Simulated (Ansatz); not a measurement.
Relaxation of C2H3AlO (7 atoms, charge 0, multiplicity 1), to a largest force component of 0.02 eV/Å in at most 40 steps.

Computed with Ansatz 0.2.0, RKS PBE/6-31G*.

```xyz
7
Properties=species:S:1:pos:R:3
O -0.484 -2.089 0.968
C -0.264 -0.974 0.444
C 0.463 0.350 0.448
Al -0.401 0.412 -1.077
H 1.592 0.199 0.332
H 0.158 1.030 1.281
H -1.003 1.004 -2.441
```

**Question.** Where does it end, and by what steps?

**Answer.** The forces met the threshold. After 14 steps the energy has fallen by 1.392 eV; H5 moved furthest, 0.51 Å.

```json
{"step": "0", "energy less start (eV)": "0.0000", "largest force component (eV/Å)": "4.726", "accepted": "yes"}
{"step": "1", "energy less start (eV)": "-0.9065", "largest force component (eV/Å)": "2.163", "accepted": "yes"}
{"step": "2", "energy less start (eV)": "-1.1289", "largest force component (eV/Å)": "0.453", "accepted": "yes"}
{"step": "3", "energy less start (eV)": "-1.1442", "largest force component (eV/Å)": "0.181", "accepted": "yes"}
{"step": "4", "energy less start (eV)": "-1.1601", "largest force component (eV/Å)": "0.321", "accepted": "yes"}
{"step": "5", "energy less start (eV)": "-1.1175", "largest force component (eV/Å)": "2.314", "accepted": "no"}
{"step": "6", "energy less start (eV)": "-1.2086", "largest force component (eV/Å)": "0.575", "accepted": "yes"}
{"step": "7", "energy less start (eV)": "-1.2474", "largest force component (eV/Å)": "1.025", "accepted": "yes"}
{"step": "8", "energy less start (eV)": "-1.3069", "largest force component (eV/Å)": "1.220", "accepted": "yes"}
{"step": "9", "energy less start (eV)": "-1.3499", "largest force component (eV/Å)": "0.602", "accepted": "yes"}
{"step": "10", "energy less start (eV)": "-1.3742", "largest force component (eV/Å)": "0.545", "accepted": "yes"}
{"step": "11", "energy less start (eV)": "-1.3884", "largest force component (eV/Å)": "0.190", "accepted": "yes"}
{"step": "12", "energy less start (eV)": "-1.3825", "largest force component (eV/Å)": "0.426", "accepted": "no"}
{"step": "13", "energy less start (eV)": "-1.3919", "largest force component (eV/Å)": "0.033", "accepted": "yes"}
{"step": "14", "energy less start (eV)": "-1.3922", "largest force component (eV/Å)": "0.017", "accepted": "yes"}
```

```xyz
7
Properties=species:S:1:pos:R:3
O -0.618 -1.876 1.109
C -0.097 -1.043 0.402
C 0.365 0.321 0.568
Al -0.430 0.036 -1.315
H 1.318 0.481 0.012
H 0.355 0.818 1.553
H -0.833 1.194 -2.376
```

Time of the run: 11 s on 1 CPU thread of a shared host.
